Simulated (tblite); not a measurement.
**Question.** Write Cartesian coordinates for `CO[CH]c1cnsn1` [radical] as optimised with GFN2-xTB. (Doublet state.)

**Answer.** 
```
atom  x, y, z in Å
C1     2.072    0.618   -0.162
O2     1.673   -0.726   -0.335
C3     0.376   -1.035   -0.219
C4    -0.702   -0.213    0.053
C5    -2.059   -0.702    0.144
N6    -2.934    0.215    0.405
S7    -2.166    1.662    0.545
N8    -0.666    1.123    0.267
H9     1.594    1.268   -0.897
H10    3.152    0.626   -0.297
H11    1.813    0.978    0.836
H12    0.204   -2.090   -0.372
H13   -2.361   -1.725    0.015
```

Any rigid rotation of these coordinates is as good. Atoms count from 1 in this order. The 8 heavy atoms lie in one plane (0.001 Å rms). The 2 C–O bonds span 1.339 Å (O2–C3, drawn single) to 1.412 Å (C1–O2, drawn single), a spread of 0.073 Å. O2 (oxygen bonded to 2 C) is bent (angle 118.9°). C4 (carbon bonded to 2 C and N) is planar (angles 126.6°, 123.0° and 110.4°, sum 360.0°, 0.00 Å off the plane of its three neighbours).

Bonds between heavy atoms (Å): C1–O2 1.412, O2–C3 1.339, C3–C4 1.382, C4–C5 1.444, C5–N6 1.294, N6–S7 1.645, S7–N8 1.619, C4–N8 1.354.

Computed geometry: GFN2-xTB, gas phase. This method treats the open shell by occupation alone, without spin polarisation.

Point group: Cs (every atom within 0.08 Å of its image). Its GFN2-xTB frequencies are all real (lowest 83 cm⁻¹). Torsions: C1–O2–C3–C4 0°, O2–C3–C4–C5 180°. 2 starts were optimised and ended at 0.00 and 1.68 kcal/mol (GFN2-xTB); the lowest of these is shown.

One conformer stands for the species.
